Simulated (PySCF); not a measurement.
Dipole moment and polarisability of `CC1([C@H]([AsH2])C#N)CC1`

Compound: C₆H₁₀AsN.
Cartesian coordinates in Å at the PBE0-D3(BJ)/def2-SVP level; atoms count from 1:
```
atom  x, y, z in Å
C1    -1.3109    0.4757    1.0243
C2    -0.4755   -0.2050   -0.0327
C3     0.9482    0.3156   -0.1815
As4    2.0313   -0.0274    1.4899
C5     0.9848    1.7375   -0.4777
N6     1.0081    2.8775   -0.6839
C7    -1.1539   -0.6690   -1.2923
C8    -0.6716   -1.6733   -0.2862
H9    -2.3200    0.0412    1.0593
H10   -1.4112    1.5519    0.8130
H11   -0.8633    0.3677    2.0254
H12    1.4535   -0.2121   -1.0038
H13    3.3630    0.2754    0.8122
H14    2.1555   -1.5190    1.1921
H15   -2.2295   -0.4945   -1.3807
H16   -0.6091   -0.5797   -2.2360
H17   -1.4116   -2.1990    0.3229
H18    0.2047   -2.2766   -0.5407
```

Level: wB97X-D/def2-SVPD (PySCF), static field, nuclei fixed, core orbitals frozen in the response. The polarisability tensor in these axes (au):

```
x   104.44   2.11   9.82
y     2.11 108.88  -4.46
z     9.82  -4.46  97.28
```

Q: Give the principal values, the mean and the anisotropy Δα = √{½[(α1 − α2)² + (α2 − α3)² + (α1 − α3)²]}.

A: Principal values 89.20, 109.68 and 111.71 au; mean 103.53 au = 15.34 Å³ = 17.07 × 10⁻⁴⁰ C²·m²/J; Δα = 21.57 au (21 % of the mean).

Q: What is the dipole moment, and where does it point?

A: (-0.57, -4.11, 0.39) D, 4.17 D in size, pointing from the negative to the positive side. Measured along this direction, the outermost atoms are N6 at the negative end and H17 at the positive end.

Q: Find the Langevin capture rate constant for H3+ (3.023 u) meeting this molecule (171.003 u), k = 2.342 × 10⁻⁹ cm³/s × √(α in Å³ / reduced mass in u).

A: The reduced mass is 2.97 u, so k = 5.32 × 10⁻⁹ cm³/s. The formula leaves out the permanent dipole, which adds to the capture rate.

Q: What depolarisation ratio follows for Rayleigh scattering of linearly polarised light, taking the static tensor?

A: ρ = 3Δα²/(45ᾱ² + 4Δα²) = 1395.2/(482328 + 1860.3) = 0.00288.

Q: Refractivity n − 1 of an ideal gas of it at 350 K and 1 atm, from the electronic α?

A: N = p/kT = 2.0968 × 10¹⁹ cm⁻³, so n − 1 = 2π × N × 15.34 × 10⁻²⁴ cm³ = 2021 × 10⁻⁶ at long wavelengths, for an ideal gas.

Q: Give the principal axes and the span of the nuclei along them.

A: Largest value along (0.68, -0.43, 0.59), where the nuclei span 4.95 Å; middle along (0.49, 0.87, 0.07), 5.52 Å; least along (-0.55, 0.24, 0.80), 3.84 Å. The strongest response doesn't lie along the longest of the three spans.

Q: Orientational against electronic polarisability at 273 K (dilute gas, rigid molecules)?

A: In Gaussian units μ²/3kT = 153.90 Å³ against 15.34 Å³, a ratio of 10.03; the Debye molar polarisation (4π/3)N_A(α + μ²/3kT) is 426.9 cm³/mol, leaving out the vibrational part.

The structure is a single PBE0-D3(BJ)/def2-SVP conformer in the gas phase; no vibrational or solvent corrections. The calculation is non-relativistic, for arsenic too.
